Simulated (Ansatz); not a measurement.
Computed with Ansatz.

A structure relaxed at PBE0-D4/def2-TZVP, charge 0, multiplicity 1:

Cartesian coordinates in Å:
```
C 0.5518 0.4730 -1.5565
Al -1.0711 1.0688 -0.6591
S -1.5984 0.3389 1.3312
Ge 0.1089 -1.0211 1.7559
H 0.6521 0.9291 -2.5446
H 1.4451 0.7284 -0.9776
H 0.5609 -0.6138 -1.6865
H -2.1060 2.0948 -1.2768
H 1.4357 -0.2445 1.7362
H -0.1432 -1.5960 3.1560
H 0.1642 -2.1575 0.7219
```

(1) Give its formula and SMILES.

(2) Point group (tolerance 0.08 Å, 0.16 Å for H)?

(3) Summarise the bond lengths by kind.

## Answers

(1) CH7AlGeS, `[CH3][AlH][S][GeH3]`.

(2) Cs.

(3) 1 × Al–C 1.948 Å; 3 × C–H 1.093 to 1.095 Å; 1 × Al–S 2.185 Å; 1 × Al–H 1.583 Å; 1 × Ge–S 2.224 Å; 3 × Ge–H 1.534 to 1.537 Å.
